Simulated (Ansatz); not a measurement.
Reaction (alkene loss): `CC(C)(C)[NH][InH2]` → `[NH2][InH2]` + `C=C(C)C`

Isolated molecules relaxed with PBE0-D4/def2-TZVP in Ansatz; ΔE leaves out vibrations. CCSD(T)/CBS adds triple-zeta CCSD(T) − MP2 to the extrapolated MP2 energy (def2 sets, frozen cores). This one scheme is used for every species. Functionals use def2-TZVPP. Elements past krypton have def2 core potentials. For In outer-core shells are correlated without core-valence functions, which leaves a few kJ/mol of doubt a bond.

`CC(C)(C)[NH][InH2]`:

```xyz
18

C     0.853    1.348    0.785
C     0.255    0.271   -0.124
C     0.391    0.713   -1.583
C     1.011   -1.032    0.078
N    -1.149    0.082    0.201
In   -2.227   -1.495    0.842
H     1.905    1.531    0.551
H     0.776    1.045    1.832
H     0.313    2.292    0.666
H    -0.020   -0.050   -2.248
H     1.436    0.887   -1.853
H    -0.160    1.642   -1.754
H     0.611   -1.821   -0.565
H     2.068   -0.904   -0.163
H     0.940   -1.370    1.116
H    -1.669    0.939    0.071
H    -3.878   -1.077    1.050
H    -1.457   -2.999    1.098
```

`[NH2][InH2]`:

Z-matrix (Å, degrees):
```
N
In 1 2.007
H 1 1.006 2 124.3
H 1 1.006 2 124.3 3 -179.6
H 2 1.712 1 115.0 3 -0.2
H 2 1.712 1 115.0 3 179.8
```

`C=C(C)C`:

Z-matrix (Å, degrees):
```
C
C 1 1.496
H 1 1.095 2 110.8
H 1 1.091 2 111.9 3 -121.0
H 1 1.095 2 110.8 3 117.9
C 2 1.496 1 115.7 3 -58.8
C 2 1.329 1 122.2 3 121.2
H 6 1.095 2 110.8 1 59.4
H 6 1.095 2 110.8 1 -58.6
H 6 1.091 2 111.8 1 -179.6
H 7 1.085 2 121.4 1 180.0
H 7 1.085 2 121.4 1 -0.0
```

```tsv
species	revPBE energy (Eh)
`CC(C)(C)[NH][InH2]`	-404.57767
`[NH2][InH2]`	-247.33277
`C=C(C)C`	-157.23333
```

(1) Work out ΔE.

Largest T1 diagnostic among the species: 0.016.

Answers

(1) ΔE = (-247.33277) + (-157.23333) − (-404.57767) = 0.01157 Eh = +30.4 kJ/mol. CCSD(T)/CBS gives +77.3 kJ/mol.

In def2-TZVPP, CCSD(T) changes the Hartree–Fock value by +49.8 kJ/mol (the triples alone add +5.3 kJ/mol) and MP2 by +59.5 kJ/mol. From BLYP to BHLYP (50 % exact exchange), in def2-TZVPP and without D4, ΔE moves by +30.1 kJ/mol.
